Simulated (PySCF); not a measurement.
Constitutional and geometric isomers with formula C2H4B2. Isolated molecules, 0 K electronic values unless said otherwise. One relaxed conformer stands for each flexible species; it need not be the lowest. Strings in code marks are SMILES.

These are PBE-D3(BJ)/def2-TZVP // CAM-B3LYP-D3(BJ)/def2-TZVP (PySCF 2.14.0) values and carry that method's errors. All candidates: neutral, multiplicity 1. Delta-SCF ions had no search for a lower state. Excitations are Tamm–Dancoff values on a coarser integration grid. The basis has no diffuse functions, so Rydberg states are missing or too high.

- LUMO = -2.28 eV
- vertical ionisation energy (Delta-SCF) = 10.12 eV
- T1 excitation (TDA) = 4.06 eV

**Question.** Name which member has these values.
A) `B1=BCC1`
B) `CB1B=C1`
C) `[H]/B=C/C=B/[H]`
D) `BC1=CB1`

**Answer.** D, `BC1=CB1`. The others give `B1=BCC1`: -3.49 eV, 7.38 eV, 0.16 eV; `[H]/B=C/C=B/[H]`: -2.43 eV, 7.44 eV, 1.76 eV; `CB1B=C1`: -3.00 eV, 9.85 eV, 2.56 eV
